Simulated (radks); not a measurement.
The numbers below are computed, except where a source is named.
Species: Sr+. Configuration: [Kr] 5s1 (the NIST ground configuration).

Code: a radial shooting solver on a logarithmic mesh with Libxc functionals. Model: Dirac Kohn-Sham, BLYP, spin-unpolarised, spherical densities, point nucleus.

Energy parts (hartree):
part                       energy
total                 -3180.06730
kinetic                3275.95652
electron-nucleus      -7665.01935
Hartree                1314.41354
exchange-correlation   -105.41802

Orbitals (lengths in bohr, moments of r in powers of bohr; <r^-3> diverges for s and p1/2; r(90%) holds 90 % of the orbital's charge):
orbital,occ.,eigenvalue (hartree),<r^-3>,r(90%),<1/r>
1s1/2,2,-585.8092,-,0.0701,39.00
2s1/2,2,-79.50678,-,0.267,8.780
2p1/2,2,-72.38696,-,0.241,8.753
2p3/2,4,-69.87125,1713,0.247,8.412
3s1/2,2,-12.47972,-,0.730,2.934
3p1/2,2,-9.89525,-,0.747,2.825
3p3/2,4,-9.50946,265.6,0.763,2.743
3d3/2,4,-4.97062,36.26,0.805,2.520
3d5/2,6,-4.90330,34.87,0.811,2.499
4s1/2,2,-1.72703,-,1.99,0.9959
4p1/2,2,-1.09026,-,2.31,0.8662
4p3/2,4,-1.04703,29.82,2.36,0.8446
4d3/2,0,-0.24798,1.332,4.59,0.4764
4d5/2,0,-0.24561,1.272,4.63,0.4721
5s1/2,1,-0.30751,-,5.65,0.3306
5p1/2,0,-0.20080,-,7.06,0.2641
5p3/2,0,-0.19667,2.876,7.17,0.2596

The highest occupied level is 5s1/2 at -8.368 eV. For comparison, the ionisation energy in NIST's Atomic Spectra Database is 11.030 eV (measured). In exact Kohn-Sham theory the highest level is minus the ionisation energy, but local and semilocal functionals leave it too shallow, through self-interaction and a potential that decays too fast; potentials with the right tail come closer. Summed over all electrons, <r^2> = 43.56 bohr^2, which gives a Langevin (diamagnetic) susceptibility term of -34.5 x 10^-6 cm^3/mol. The density falls to 0.001 e/bohr^3 at r = 4.46 bohr.

Beside tabulated values, note that spin-unpolarised runs miss the spin-polarisation part of the exchange energy of open shells.
